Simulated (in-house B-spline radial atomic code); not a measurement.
A calculation on W+: its settings, and results tabulated from the run. Level of theory: Dirac-Kohn-Sham PW91, spherical fractional occupations, Fermi nucleus of rms radius 5.3658 fm; calculated with an all-electron radial atomic-structure program (B-spline basis).

Command:
```bash
python run_scf.py task.json out
```
Settings (nuclear radius in fm, mass in u):
```
Z                74
configuration    [Xe] 4f14 5d4 6s1
hamiltonian      dirac
method           pw91,pw91
spin_polarised   False
nucleus          fermi
rms_radius       5.3658
atomic_mass      183.95093
speed_of_light   137.035999084
```

Output (hartree, bohr):
```
 radial grid: 81 intervals, B-splines of order 8, outer radius 60 bohr

 iter        energy (Eh)    residual
    1      -16163.531256    5.73e-01
    2      -16162.774911    2.56e-01
    3      -16164.191888    1.46e-01
    4      -16164.559922    5.52e-02
    5      -16164.391262    1.04e-01
    6      -16164.635573    2.63e-03
    7      -16164.635746    3.43e-04
    8      -16164.635748    2.64e-05
    9      -16164.635748    1.22e-05
   10      -16164.635748    3.42e-07

 total energy                    -16164.63575
 kinetic                           18203.2451
 electron-nucleus                 -40348.0770
 Hartree                            6306.7033
 exchange-correlation               -326.5070

 first-order corrections (not in the total)
   Gaunt                            19.2545
   retardation                      -2.0410
   frequency dependence             -0.3293
   self-energy                      14.0222
   Uehling                          -2.6323
   Wichmann-Kroll                    0.1045
   recoil                            0.0297

 orbital      occ     eigenvalue          <r>       <r^2>       <1/r>       <r^4>     <1/r^2>       r_max    small
 1s1/2      2.000     -2549.8604    0.0183492  0.00046315     87.0413 5.82172e-07     18208.6     0.01146  7.79e-02
 2s1/2      2.000      -440.0552    0.0769506  0.00706303     21.1832 8.70976e-05     2477.47     0.06587  1.76e-02
 2p1/2      2.000      -420.9410    0.0636476  0.00504134     21.1552 5.24333e-05     783.121     0.04896  1.77e-02
 2p3/2      4.000      -371.2169    0.0716052  0.00624175     17.7705 7.63994e-05     431.337     0.05579  1.60e-02
 3s1/2      2.000      -101.5522     0.200573   0.0461336      7.7756  0.00321895      556.59      0.1855  5.81e-03
 3p1/2      2.000       -93.0139     0.190544   0.0423213      7.6925  0.00283991     178.719      0.1737  5.75e-03
 3p3/2      4.000       -82.2623     0.205295   0.0489087     6.81742  0.00375294     99.8945      0.1877  5.26e-03
 3d3/2      4.000       -67.8425     0.179653   0.0379167     6.71099   0.0025486     56.4467       0.147  5.14e-03
 3d5/2      6.000       -65.5042     0.184189   0.0397242     6.50437  0.00277449     52.2829      0.1509  5.01e-03
 4s1/2      2.000       -21.1650     0.449462    0.228313     3.26786   0.0757435     138.944      0.4211  1.91e-03
 4p1/2      2.000       -17.6198     0.454556    0.235432     3.15806   0.0827707     43.6415      0.4208  1.82e-03
 4p3/2      4.000       -15.1273     0.487836    0.270861     2.85331    0.109522     24.4527      0.4504  1.63e-03
 4d3/2      4.000        -9.2950     0.504732    0.295476     2.63833    0.141089     12.6757      0.4471  1.44e-03
 4d5/2      6.000        -8.8357     0.516155    0.308845     2.56533    0.154195     11.7028      0.4564  1.39e-03
 5s1/2      2.000        -3.1760      1.06824     1.28298     1.26371     2.42963     25.0505      0.9634  4.26e-04
 5p1/2      2.000        -2.1263      1.17735     1.57179     1.13283     3.80286     6.93711       1.034  3.50e-04
 5p3/2      4.000        -1.7653      1.28166     1.86463     1.02465     5.39225     3.86126       1.118  2.98e-04
 4f5/2      6.000        -1.5408     0.602888    0.456613     2.10075    0.496972     5.63997      0.4261  9.82e-04
 4f7/2      8.000        -1.4585     0.612595    0.472314     2.06962    0.536319     5.47162      0.4311  9.60e-04
 5d3/2      1.600        -0.4509      1.92396     4.41924    0.681639     37.5729     1.08814       1.461  1.35e-04
 5d5/2      2.400        -0.4223      1.99692     4.76842    0.655788     43.9698    0.981228       1.508  1.25e-04
 6s1/2      1.000        -0.4501      2.95973     9.89403     0.42848     150.088     2.85858       2.565  5.72e-05
```

Cost of the run: 2.4 s on 1 thread of Arm Neoverse V2, on a shared host.

For the Dirac Hamiltonian the kinetic term is c α·p + (β - 1)c².
